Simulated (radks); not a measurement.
Initial-state core-level shifts of the tin ion Sn+ when its valence configuration changes from [Kr] 4d10 5s2 5p1. All-electron calculation, scalar-relativistic Kohn-Sham, PBE, spin-polarised, spherical densities, finite nucleus; open shells are filled with parallel spins first (spin-orbit coupling, left out, can overturn this in heavy ions); Fermi nuclear charge, rms radius 4.6519 fm. Program: a radial shooting solver on a logarithmic mesh with Libxc functionals. Shifts are changes of the shell-averaged eigenvalues in eV (positive: less bound); the change of the density at the nucleus, which sets a Mossbauer isomer shift, is in e/bohr^3, on a base of 1.966e+05.

| valence | 2s | 2p | 3d | 4s | density at nucleus |
|---|---|---|---|---|---|
| 4d10 5p3 | -2.719 | -2.712 | -2.761 | -2.787 | -83.79 |
| 4d9 5s2 5p2 | -8.425 | -8.402 | -8.205 | -7.158 | +18.74 |
| 4d8 5s2 5p3 | -17.051 | -17.003 | -16.546 | -14.206 | +38.49 |
| 4d8 5p5 | -19.954 | -19.896 | -19.479 | -17.089 | -67.30 |
| 4d10 5s1.5 5p1.5 | -0.668 | -0.666 | -0.679 | -0.689 | -20.27 |
| 4d10 5s1 5p2 | -1.265 | -1.262 | -1.290 | -1.311 | -41.29 |
| 4d6 5s2 5p5 | -35.616 | -35.513 | -34.329 | -28.628 | +80.38 |
| 4d8 5s1.5 5p3.5 | -17.747 | -17.695 | -17.249 | -14.896 | +12.88 |
